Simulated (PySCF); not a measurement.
Isomers of C3H14OSi3. Computed with PBE0-D3(BJ)/def2-SVP geometry optimisation, gas phase (PySCF). Energies are electronic, without zero-point or thermal terms, for one conformer each. No frequencies were run at this level. Point groups hold within 0.08 Å.

Question: Rank from lowest to highest electronic energy at this level (kJ/mol).
A. `[CH3:1][CH2:2][CH2:3][SiH2:4][SiH2:5][O:6][SiH3:7]` with C1–C2–C3–Si4 179°, C2–C3–Si4–Si5 59°, C3–Si4–Si5–O6 176°, Si4–Si5–O6–Si7 47°
B. `[CH3:1][CH2:2][O:3][C:4]([SiH3:5])([SiH3:6])[SiH3:7]` with C1–C2–O3–C4 -179°

Answer: A (0.0), B (288.3).

As drawn, the lower has an Si–O bond and an Si–Si bond, which the higher lacks.

```json
{"SMILES": "CCC[SiH2][SiH2]O[SiH3]", "E (Eh)": "-1065.51356", "E rel (kJ/mol)": "0.0", "dipole (D)": "1.33", "point group": "C1", "A, B, C (MHz)": "3694, 481.6, 457.4"}
{"SMILES": "CCOC([SiH3])([SiH3])[SiH3]", "E (Eh)": "-1065.40376", "E rel (kJ/mol)": "288.3", "dipole (D)": "1.15", "point group": "near Cs", "A, B, C (MHz)": "1501, 965.3, 952.8"}
```

How do the relative energies change in single points at PBE0/pcSseg-1 (no added dispersion term) on the same geometries?

| SMILES | PBE0-D3(BJ)/def2-SVP (kJ/mol) | PBE0/pcSseg-1 (kJ/mol) | shift |
| --- | --- | --- | --- |
| CCC[SiH2][SiH2]O[SiH3] | 0.0 | 0.0 | 0.0 |
| CCOC([SiH3])([SiH3])[SiH3] | 288.3 | 301.9 | +13.6 |

Each column counts from its own lowest isomer. The order is unchanged; the largest shift is 13.6 kJ/mol.
